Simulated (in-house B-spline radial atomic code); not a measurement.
Ionising Rh+ with different functionals

Computed with an all-electron radial atomic-structure program (B-spline basis): four-component Dirac-Coulomb Hamiltonian, Fermi nucleus of rms radius 4.4945 fm, spin-restricted, spherical fractional occupations for the functionals, and exact exchange of hybrids averaged over the configuration. The ionisation energy is the difference of two self-consistent energies, [Kr] 4d8 → [Kr] 4d7, without Breit or QED terms; ε is the level of the shell that loses the electron (mean over j). The electron is taken from both j subshells in proportion to 2j + 1, so the result is a j average, not the step between ground levels.

```
   method                    rung  ΔSCF (eV)  -ε(4d) (eV)
    B97-1           global hybrid      19.21        14.88
     PBE0           global hybrid      19.23        15.20
CAM-B3LYP  range-separated hybrid      19.29        16.75
    HSE06  range-separated hybrid      19.23        14.80
```

Among the functionals, which spreads more, the ΔSCF values or the orbital energies?

The orbital energies: ΔSCF values span about 0.08 eV and the orbital energies 1.94 eV; here energy differences depend much less on the functional than eigenvalues do.

How do they compare with the NIST value?

NIST lists 18.080 eV (semi-empirical, ground level to ground level). Errors run from +1.13 to +1.21 eV. The correlated functionals all miss on the same side by more than they spread, so the cause is common to them (Breit-QED terms, spin polarisation, the choice among j levels, multiplet and fine-structure energies, or a listed next ion that isn't the cheapest removal here) and closeness doesn't rank the functionals.
